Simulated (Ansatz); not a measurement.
Relaxation of F4Hf (5 atoms, charge 0, multiplicity 1), to a largest force component of 0.02 eV/Å in at most 40 steps.

All numbers below come from RKS B3LYP-D4/def2-SVP in Ansatz.

```xyz
5
Properties=species:S:1:pos:R:3
Hf 0.000 0.000 0.000
F 0.000 0.000 1.980
F 1.867 0.000 -0.659
F -0.933 1.616 -0.659
F -0.933 -1.616 -0.659
```

Problem. Where does it end, and by what steps?

Solution. The forces met the threshold. After 2 steps the energy has fallen by 0.270 eV; F3 moved furthest, 0.07 Å.

```tsv
step	energy less start (eV)	largest force component (eV/Å)	accepted
0	0.0000	1.895	yes
1	-0.2517	0.562	yes
2	-0.2700	0.002	yes
```

```xyz
5
Properties=species:S:1:pos:R:3
Hf 0.000 0.000 0.000
F 0.000 0.000 1.912
F 1.803 0.000 -0.637
F -0.901 1.561 -0.637
F -0.901 -1.561 -0.637
```

Whether the end is a true minimum wasn't checked by a vibrational analysis.

Run time: 9.1 s on 2 threads of Arm Neoverse V1, with other jobs on the host, peak memory 0.17 GiB.
